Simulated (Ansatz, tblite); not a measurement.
Removing and adding an electron: `c1coc(-c2ccc(-c3ccc(-c4ccc(-c5ccc(-c6ccco6)o5)o4)o3)o2)c1`. Total charge 0; singlet. Geometry: r2SCAN-D4/def2-SVP. Ansatz, gas phase; energy differences of separate SCF runs; the oxidised species was run as a doublet alone; the reduced species was run as a doublet alone.

```xyz
44

C     5.246   -7.663   -2.166
C     4.256   -8.351   -2.815
O     3.103   -7.633   -2.817
C     3.351   -6.465   -2.161
C     2.263   -5.545   -2.044
C     0.948   -5.576   -2.467
C     0.362   -4.354   -2.044
C     1.357   -3.652   -1.388
C     1.396   -2.380   -0.746
C     2.396   -1.685   -0.090
C     1.821   -0.461    0.336
C     0.502   -0.483   -0.084
C    -0.572    0.445    0.043
C    -1.891    0.433   -0.372
C    -2.458    1.660    0.059
C    -1.450    2.347    0.711
C    -1.395    3.617    1.357
C    -0.385    4.302    2.008
C    -0.952    5.528    2.440
C    -2.273    5.518    2.027
C    -3.341    6.463    2.165
C    -3.417    7.709    2.758
C    -4.757    8.157    2.565
C    -5.398    7.164    1.874
O    -4.548    6.135    1.627
O    -2.540    4.355    1.368
O    -0.302    1.609    0.702
O     0.243   -1.650   -0.742
O     2.513   -4.377   -1.387
C     4.664   -6.432   -1.737
H     6.270   -7.997   -2.012
H     4.210   -9.319   -3.309
H     0.478   -6.389   -3.016
H    -0.661   -4.015   -2.194
H     3.417   -2.031    0.056
H     2.298    0.348    0.884
H    -2.377   -0.371   -0.921
H    -3.477    2.014   -0.082
H     0.634    3.950    2.149
H    -0.458    6.328    2.989
H    -2.610    8.231    3.268
H    -5.191    9.099    2.898
H    -6.411    7.039    1.499
H     5.136   -5.621   -1.188
```

The xTB rows come from tblite. Single mean-field runs in def2-TZVP are fitted with def2-universal-jkfit.

| level | −HOMO (eV) | vertical IE (eV) | −LUMO (eV) | vertical EA (eV) | HOMO–LUMO gap (eV) | IE − EA (eV) | remarks |
| --- | --- | --- | --- | --- | --- | --- | --- |
| GFN1-xTB | 10.26 | 11.81 | 8.34 | 6.76 | 1.92 | 5.05 | – |
| GFN2-xTB | 9.56 | 11.14 | 7.59 | 6.00 | 1.98 | 5.15 | – |
| PBE-D4/def2-TZVP | 4.23 | 5.74 | 2.42 | 1.00 | 1.81 | 4.74 | HOMO above zero (-1 doublet) |
| PBE0-D4/def2-TZVP | 4.92 | 5.96 | 1.80 | 0.85 | 3.12 | 5.11 | HOMO above zero (-1 doublet) |

   A HOMO above zero means that the electron is unbound at that level or that self-interaction error raises the level; the energy of removing that electron tells which. Raw xTB energy differences between charge states are shifted by several eV; the methods need an empirical correction for them. Sets without diffuse functions give affinities that are too small.
